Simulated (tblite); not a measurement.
Compound: C₄H₁₂BPSi.
SMILES with atom numbers: `[CH3:1][B:2]([CH3:3])[P:4]1[CH2:5][C@@H:6]1[SiH3:7]` (hydrogens: H8, H9, H10 on C1; H11, H12, H13 on C3; H14, H15 on C5; H16 on C6; H17, H18, H19 on Si7)

Computed with GFN2-xTB (tblite), gas phase: L-BFGS steps from a force-field or distance-geometry start until the largest atomic force falls under 0.01 eV/Å.

At the end of the run (lengths in Å): P4–C6 1.880, B2–P4 1.924, P4–C5 1.856, C6–H16 1.089, C1–H8 1.092, C3–H13 1.088, C5–H15 1.081, B2–P4–C6 104.3°, P4–C6–Si7 126.0°, C3–B2–P4 114.5°, C5–C6–Si7 123.6°, C1–B2–P4–C5 2°, B2–P4–C5–C6 -98°, P4–C5–C6–Si7 118°, H14–C5–P4–B2 151°, H16–C6–P4–B2 -159°.

**Question.** These geometries were met on the way; a selection of coordinates is given. Order them by energy above the end point, lowest first.
A. P4–C6 1.890, B2–P4 1.929, P4–C5 1.874, C6–H16 1.086, C1–H8 1.089, C3–H13 1.094, C5–H15 1.077, B2–P4–C6 113.8°, P4–C6–Si7 141.4°, C3–B2–P4 116.5°, C5–C6–Si7 126.5°, C1–B2–P4–C5 25°, B2–P4–C5–C6 -109°, P4–C5–C6–Si7 137°, H14–C5–P4–B2 138°, H16–C6–P4–B2 -166°
B. P4–C6 1.698, B2–P4 1.793, P4–C5 1.895, C6–H16 1.128, C1–H8 1.125, C3–H13 1.120, C5–H15 1.113, B2–P4–C6 155.9°, P4–C6–Si7 124.9°, C3–B2–P4 120.4°, C5–C6–Si7 111.6°, C1–B2–P4–C5 49°, B2–P4–C5–C6 -174°, P4–C5–C6–Si7 121°, H14–C5–P4–B2 68°, H16–C6–P4–B2 123°
C. P4–C6 1.917, B2–P4 1.925, P4–C5 1.846, C6–H16 1.093, C1–H8 1.087, C3–H13 1.081, C5–H15 1.082, B2–P4–C6 128.3°, P4–C6–Si7 142.8°, C3–B2–P4 102.1°, C5–C6–Si7 122.7°, C1–B2–P4–C5 23°, B2–P4–C5–C6 -138°, P4–C5–C6–Si7 138°, H14–C5–P4–B2 105°, H16–C6–P4–B2 168°
D. P4–C6 1.884, B2–P4 1.899, P4–C5 1.870, C6–H16 1.092, C1–H8 1.091, C3–H13 1.095, C5–H15 1.079, B2–P4–C6 116.6°, P4–C6–Si7 147.0°, C3–B2–P4 109.3°, C5–C6–Si7 128.2°, C1–B2–P4–C5 27°, B2–P4–C5–C6 -120°, P4–C5–C6–Si7 145°, H14–C5–P4–B2 131°, H16–C6–P4–B2 180°
E. P4–C6 1.971, B2–P4 1.911, P4–C5 1.901, C6–H16 1.106, C1–H8 1.083, C3–H13 1.082, C5–H15 1.093, B2–P4–C6 138.4°, P4–C6–Si7 126.3°, C3–B2–P4 107.6°, C5–C6–Si7 120.5°, C1–B2–P4–C5 35°, B2–P4–C5–C6 -159°, P4–C5–C6–Si7 119°, H14–C5–P4–B2 87°, H16–C6–P4–B2 151°

**Answer.** A (0.318 eV), D (0.542 eV), C (0.890 eV), E (1.500 eV), B (2.614 eV).

```tsv
step	E above end (eV)	rms distance from the end, all atoms (Å)	largest force (eV/Å)	rms shift of all bonds from the end (Å)
35	0.318	0.688	0.401	0.009
26	0.542	0.837	0.407	0.011
13	0.890	1.021	0.544	0.010
5	1.500	1.072	1.137	0.027
0	2.614	1.081	4.969	0.056
```

Rows stand in the order of the answer.
